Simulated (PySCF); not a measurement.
## C₆ coefficients of unlike pairs at UHF

Calculated with PySCF 2.14 from the dipole response of each species, C₆(A,B) = (3/π) ∫ α_A(iu) α_B(iu) du, in atomic units, from isotropic polarisabilities. For ions this is the dispersion term alone; charge-induced terms of lower order in 1/R come first.

| species | configuration | basis | relativity | α (bohr³) | C₆ (like pair) |
| --- | --- | --- | --- | --- | --- |
| As²⁺ | [Ar] 3d10 4s2 4p1 (2P) | def2-QZVPPD (12s7p5d4f1g) | none | 11.31 | 51.20 |
| Ne²⁺ | [He] 2s2 2p4 (3P) | aug-cc-pVTZ (5s4p3d2f) | none | 0.8328 | 1.041 |
| P⁺ | [Ne] 3s2 3p2 (3P) | aug-cc-pV(Q+d)Z (7s6p5d3f2g) | none | 14.47 | 74.96 |
| Si | [Ne] 3s2 3p2 (3P) | aug-cc-pwCVDZ (6s5p3d) | none | 37.38 | 311.4 |

Q: Estimate C₆ for P⁺ with Ne²⁺.

A: The integral gives 7.010. The combination rule 2 C_A C_B / (C_A α_B/α_A + C_B α_A/α_B) gives 6.968 and the geometric mean 8.836.

No spin-orbit coupling is included.

The other pairs:

```tsv
pair	C₆
Si, Ne²⁺	12.31
Si, As²⁺	121.0
P⁺, As²⁺	61.70
Si, P⁺	149.0
Ne²⁺, As²⁺	6.153
```
